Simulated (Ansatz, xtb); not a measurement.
## CH6GeSi+: where a starting geometry ends

The starting geometry of this gas-phase doublet was built from a drawn formula by distance geometry; its bonds are those of `[CH2][SiH2][GeH2+]`.

```yaml
atoms:
  - { symbol: C, position_ang: [-1.9821, -0.3562, 0.6186] }
  - { symbol: Ge, position_ang: [-1.5108, -1.0756, -2.5426] }
  - { symbol: Si, position_ang: [-2.8986, -1.4801, -0.5689] }
  - { symbol: H, position_ang: [-1.5301, -0.8769, 1.4576] }
  - { symbol: H, position_ang: [-1.3978, 0.4270, 0.1607] }
  - { symbol: H, position_ang: [-4.2589, -1.0183, -0.7566] }
  - { symbol: H, position_ang: [-2.9055, -2.8800, -0.1779] }
  - { symbol: H, position_ang: [-0.9237, -2.4250, -2.7990] }
  - { symbol: H, position_ang: [-0.3707, -0.0817, -2.2948] }
```

**Question.** Predict what becomes of its bonds when it is optimised with r2SCAN-D4/def2-SVP.

**Answer.** A new bond forms, giving a structure given below by its coordinates. Contacts that close: C1–Ge2 (3.28 → 1.96 Å).

The energy falls by 1.86 eV over 15 steps:

```csv
step,E − E(last) (eV)
1,1.858
3,0.949
4,0.832
6,0.644
7,0.542
9,0.255
10,0.133
12,0.027
13,0.003
15,0.000
```

Final geometry (Å):

```csv
atom,x (Å),y (Å),z (Å)
C,-1.6070,-0.7013,0.0774
Ge,-0.9960,-1.0028,-1.7584
Si,-3.2312,-1.4539,-0.4011
H,-1.0182,-1.2881,0.7988
H,-1.6469,0.3723,0.3169
H,-4.3203,-0.5732,-0.8702
H,-3.4415,-2.9020,-0.1988
H,-0.3039,-2.3146,-2.0845
H,-1.2133,0.0969,-2.7829
```

From the same start GFN2-xTB ends elsewhere, at `[SiH2+][CH2][GeH2]`.

No frequencies were run, so the end isn't proven a minimum. Open shells are spin-unrestricted. Run with Ansatz 0.2.0, 42 s on 2 threads of Intel(R) Xeon(R) 6975P-C (Granite Rapids) (shared host).
